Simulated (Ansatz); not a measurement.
`CB[TeH]` + `C[SiH2]N` → `CBN[SiH2]C` + H₂Te at 298.15 K and 1 bar (ligand exchange at a B–Te bond).

Calculated with Ansatz (gas phase, PBE0-D4/def2-TZVP geometries, no zero-point term in ΔE). CCSD(T)/CBS adds triple-zeta CCSD(T) − MP2 to the extrapolated MP2 energy (def2 sets, frozen cores). Elements past krypton have def2 core potentials. For Te outer-core shells are correlated without core-valence functions, which leaves a few kJ/mol of doubt a bond. One conformer a species, not always the lowest.

| species | CCSD(T)/CBS energy (Eh) | H − E (kJ/mol) | S (J/(mol·K)) |
| --- | --- | --- | --- |
| `CB[TeH]` | -333.59211 | 162.9 | 310.4 |
| `C[SiH2]N` | -386.08232 | 225.7 | 304.4 |
| `CBN[SiH2]C` | -450.78607 | 341.5 | 364.3 |
| H₂Te | -268.91024 | 41.3 | 228.4 |

H − E and S are ideal-gas, rigid-rotor, harmonic terms from PBE0-D4/def2-TZVP, for one conformer and one mirror image of each species. 1 Eh = 2625.50 kJ/mol, R = 8.31446 J/(mol·K).

**Question.** By hand: ΔE, ΔH, ΔS and ΔG.

**Answer.** ΔE = (-450.78607) + (-268.91024) − (-333.59211) − (-386.08232) = -0.02188 Eh = -57.4 kJ/mol. Δ(H − E) = 341.5 + 41.3 − 162.9 − 225.7 = -5.8, so ΔH = -63.2 kJ/mol. ΔS = 364.3 + 228.4 − 310.4 − 304.4 = -22.1 J/(mol·K). ΔG = -63.2 − 298.15 × (-22.1)/1000 = -56.6 kJ/mol.

**Question.** By hand: the equilibrium constant, and the temperature at which ΔG would vanish if ΔH and ΔS stayed fixed.

**Answer.** log₁₀ K = −ΔG/(RT ln 10) = 9.9. ΔG = 0 at ΔH/ΔS = 2860 K, far beyond where these terms or the molecules hold.

ΔH outweighs TΔS. A doubt of 5 kJ/mol in ΔE shifts log₁₀ K by 0.9 here. Other conformers and mirror images would add mixing entropy, several J/(mol·K) or more a flexible species. These are equilibria of isolated gas molecules and say nothing of rates. Largest T1 diagnostic: 0.013 (customary marks: 0.02 for closed shells, 0.045 for open ones).
